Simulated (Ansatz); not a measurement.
`[F][Ti]1234([F])([Cl])[C@H]5[C@@H]1[C@@H]2[C@@H]3[C@H]54`. Total charge 0; spin multiplicity 1. The geometry is a stationary point of PBE0-D4/def2-TZVP.

```xyz
14

F     0.751    1.074    2.201
Ti    0.757    0.905    0.442
F     2.462    0.706    0.026
Cl    0.226    2.926   -0.318
C    -1.386    0.149   -0.207
C    -0.516   -0.039   -1.311
C     0.458   -0.980   -0.940
C     0.209   -1.362    0.397
C    -0.945   -0.677    0.839
H    -2.209    0.846   -0.167
H    -0.567    0.490   -2.250
H     1.301   -1.292   -1.538
H     0.818   -2.028    0.991
H    -1.359   -0.717    1.835
```

(1) What is the dipole moment at PBE/def2-TZVPP? (Estimate.)

(2) And with r2SCAN, B3LYP, ωB97M-V? (An estimate is asked.)

(3) Give the Mulliken charges with PBE, B3LYP, ωB97M-V in def2-TZVPP. (An estimate is asked.)

## Answers

(1) Ansatz gave: 3.60 D, with components (-1.95, -2.84, -1.05) D in this frame, pointing from negative to positive charge.

(2) The calculation gave: r2SCAN 3.80 D, B3LYP 3.99 D, ωB97M-V 4.08 D.

(3) The calculation gave: 
| atom | PBE | B3LYP | ωB97M-V |
| --- | --- | --- | --- |
| F1 | -0.29 | -0.35 | -0.32 |
| Ti2 | 0.50 | 0.69 | 0.54 |
| F3 | -0.29 | -0.35 | -0.32 |
| Cl4 | -0.22 | -0.25 | -0.21 |
| C5 | -0.09 | -0.11 | -0.10 |
| C6 | -0.09 | -0.11 | -0.10 |
| C7 | -0.08 | -0.09 | -0.08 |
| C8 | -0.07 | -0.10 | -0.08 |
| C9 | -0.08 | -0.09 | -0.08 |
| H10 | 0.15 | 0.16 | 0.15 |
| H11 | 0.15 | 0.16 | 0.15 |
| H12 | 0.15 | 0.15 | 0.15 |
| H13 | 0.14 | 0.15 | 0.15 |
| H14 | 0.15 | 0.15 | 0.15 |

B3LYP here is the variant with VWN-RPA as its local correlation; programs differ in this.
